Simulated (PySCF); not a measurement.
Isomers of C6H9F2N, from PySCF 2.14.0, PBE0-D3(BJ)/def2-SVP geometry optimisation, gas phase. One conformer each, no zero-point energy, no frequencies.

**Question.** Which is lowest in electronic energy at this level?
A. `[CH2:1]=[C:2]([F:3])/[C:4]([F:5])=[CH:6]\[N:7]([CH3:8])[CH3:9]` with C1–C2–C4–F5 -12°: A = 2649, B = 1119, C = 836.6 MHz, dipole 2.93 D
B. `[CH3:1][C@@H:2]1[CH2:3][N:4]=[C:5]([CH:6]([F:7])[F:8])[CH2:9]1` with N4–C5–C6–F7 122°, C1–C2–C3–N4 -96°, C2–C3–N4–C5 -15°, N4–C5–C9–C2 15°, C1–C2–C9–C5 98°: A = 3116, B = 1032, C = 948.3 MHz, dipole 2.23 D
C. `[F:1][CH:2]([F:3])[C:4]1([C@H:5]2[CH2:6][NH:7]2)[CH2:8][CH2:9]1` with F1–C2–C4–C5 57°, C2–C4–C5–C6 91°: A = 2231, B = 1423, C = 1160 MHz, dipole 1.10 D

**Answer.** B. That is `C[C@@H]1CN=C(C(F)F)C1`, 31.9 kcal/mol below the next.

```csv
SMILES,mapped SMILES,E (Eh),relative (kcal/mol),relative (kJ/mol),dipole (D)
C[C@@H]1CN=C(C(F)F)C1,[CH3:1][C@@H:2]1[CH2:3][N:4]=[C:5]([CH:6]([F:7])[F:8])[CH2:9]1,-487.60755,0.0,0.0,2.23
FC(F)C1([C@H]2CN2)CC1,[F:1][CH:2]([F:3])[C:4]1([C@H:5]2[CH2:6][NH:7]2)[CH2:8][CH2:9]1,-487.55669,31.9,133.5,1.10
C=C(F)/C(F)=C\N(C)C,[CH2:1]=[C:2]([F:3])/[C:4]([F:5])=[CH:6]\[N:7]([CH3:8])[CH3:9],-487.54691,38.0,159.2,2.93
```

As drawn, the lowest has a C=N bond and two fluorines on one carbon, which the highest lacks; the highest has a C=C bond outside aromatic rings, which the lowest lacks.
